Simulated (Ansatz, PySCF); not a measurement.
Species: CH5BO, net charge 0, singlet state. 
Structure (B3LYP-D3(BJ)/def2-TZVP (Ansatz, a first-principles code) minimum search):
SMILES: COB
```xyz
8

B      1.2673     0.2797    -0.1845
O      0.1862    -0.3130     0.3439
C     -1.1411    -0.0162    -0.0807
H      2.3289    -0.0472     0.2489
H      1.1451     1.0981    -1.0525
H     -1.6029    -0.9336    -0.4463
H     -1.7076     0.3478     0.7766
H     -1.1430     0.7377    -0.8708
```

PBE beside other levels, property by property. Cores are frozen in the correlated levels unless marked. Open shells are spin-unrestricted. Spin-orbit coupling is left out. Non-relativistic. Basis-set limits of correlation are two-point, X^-3; Hartree-Fock from the larger set (for Q and 5 zeta extrapolated as (X+1)exp(-9√X)). [CCSD(T)-MP2]/basis is that difference in the basis named. Rows marked 298 K are enthalpies with B3LYP-D3(BJ) harmonic zero-point and thermal terms. Atomisation energies are electronic, to ground-state atoms; the column to compare with has the core term from cc-pwCVTZ added, other frozen-core levels have none. Vertical energies are electronic, to the SCF solution reached for that spin. Frequencies are from Ansatz or PySCF. The coupled-cluster column (Ansatz) is a level with limits of its own: (a) RI-MP2/CBS(aug-cc-pVTZ,aug-cc-pVQZ)+[CCSD(T)-MP2]/aug-cc-pVTZ; (b) CCSD(T)/CBS(aug-cc-pVTZ,aug-cc-pVQZ); (c) CCSD(T)/CBS(cc-pVTZ,cc-pVQZ); (d) CCSD(T)/CBS(cc-pVQZ,cc-pV5Z).

```json
[
 {"property": "atomisation energy (kcal/mol)", "wB97M-V/def2-TZVPD (Ansatz)": "719.9", "B2PLYP-D3(BJ)/def2-TZVPD (Ansatz + dftd3)": "713.5", "B2PLYP/def2-TZVPD (Ansatz)": "711.9", "coupled cluster": "718.7 (d)"},
 {"property": "C-H bond dissociation enthalpy, 298 K, to BO[CH2] + H atom (kcal/mol)", "wB97M-V/def2-TZVPD (Ansatz)": "97.4", "B2PLYP-D3(BJ)/def2-TZVPD (Ansatz + dftd3)": "95.7", "B2PLYP/def2-TZVPD (Ansatz)": "95.5", "coupled cluster": "99.0 (a)"},
 {"property": "vertical triplet-singlet gap (eV)", "wB97M-V/def2-TZVPD (Ansatz)": "6.04", "B2PLYP-D3(BJ)/def2-TZVPD (Ansatz + dftd3)": "5.99", "B2PLYP/def2-TZVPD (Ansatz)": "5.99", "coupled cluster": "6.21 (b)"},
 {"property": "B-O bond dissociation enthalpy, 298 K, to [BH2] (BH2) + C[O] (kcal/mol)", "wB97M-V/def2-TZVPD (Ansatz)": "140.2", "B2PLYP-D3(BJ)/def2-TZVPD (Ansatz + dftd3)": "138.1", "B2PLYP/def2-TZVPD (Ansatz)": "137.3", "coupled cluster": "141.5 (a)"},
 {"property": "C-O bond dissociation enthalpy, 298 K, to B[O] + [CH3] (CH3) (kcal/mol)", "wB97M-V/def2-TZVPD (Ansatz)": "76.7", "B2PLYP-D3(BJ)/def2-TZVPD (Ansatz + dftd3)": "75.1", "B2PLYP/def2-TZVPD (Ansatz)": "74.3", "coupled cluster": "78.3 (b)"},
 {"property": "B-H bond dissociation enthalpy, 298 K, to [BH]OC + H atom (kcal/mol)", "wB97M-V/def2-TZVPD (Ansatz)": "106.0", "B2PLYP-D3(BJ)/def2-TZVPD (Ansatz + dftd3)": "103.4", "B2PLYP/def2-TZVPD (Ansatz)": "103.3", "coupled cluster": "106.0 (a)"},
 {"property": "proton affinity at O, enthalpy at 298 K, to B[OH+]C (kcal/mol)", "wB97M-V/def2-TZVPD (Ansatz)": "173.7", "B2PLYP-D3(BJ)/def2-TZVPD (Ansatz + dftd3)": "175.7", "B2PLYP/def2-TZVPD (Ansatz)": "175.4", "coupled cluster": "177.0 (c)"}
]
```

### Question
What does PBE/def2-TZVPD (Ansatz) give for each property, and on which side of coupled cluster does it fall?

### Answer

- atomisation energy: PBE lies 7.8 kcal/mol above coupled cluster; PBE gives 726.5 kcal/mol.
- C-H bond dissociation enthalpy, 298 K, to BO[CH2] + H atom: PBE lies 6.1 kcal/mol below coupled cluster; PBE gives 92.9 kcal/mol.
- vertical triplet-singlet gap: PBE lies 0.82 eV below coupled cluster; PBE gives 5.39 eV.
- B-O bond dissociation enthalpy, 298 K, to [BH2] (BH2) + C[O]: PBE lies 5.8 kcal/mol below coupled cluster; PBE gives 135.7 kcal/mol.
- C-O bond dissociation enthalpy, 298 K, to B[O] + [CH3] (CH3): PBE lies 8.0 kcal/mol below coupled cluster; PBE gives 70.3 kcal/mol.
- B-H bond dissociation enthalpy, 298 K, to [BH]OC + H atom: PBE lies 6.3 kcal/mol below coupled cluster; PBE gives 99.7 kcal/mol.
- proton affinity at O, enthalpy at 298 K, to B[OH+]C: PBE lies 3.9 kcal/mol below coupled cluster; PBE gives 173.1 kcal/mol.
